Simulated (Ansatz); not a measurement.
A geometry relaxed with CAM-B3LYP-D3(BJ)/def2-SVP in Ansatz (an electronic-structure program), charge 0, multiplicity 1:

```xyz
10

H      0.1235    -0.8698    -2.2012
H     -2.4800     1.0783     0.3056
Al    -1.6136    -0.1994    -0.0113
S      0.0356    -0.3824     1.7026
S     -0.0347     0.3753    -1.7044
H      2.4882    -1.0702    -0.3063
H      2.1359     1.6521     0.3382
H     -2.1459    -1.6464    -0.3389
Al     1.6133     0.2017     0.0114
H     -0.1225     0.8608     2.2044
```

### Question
Write the SMILES of this molecule.

### Answer
`[AlH2-]1[SH+][AlH2-][SH+]1`
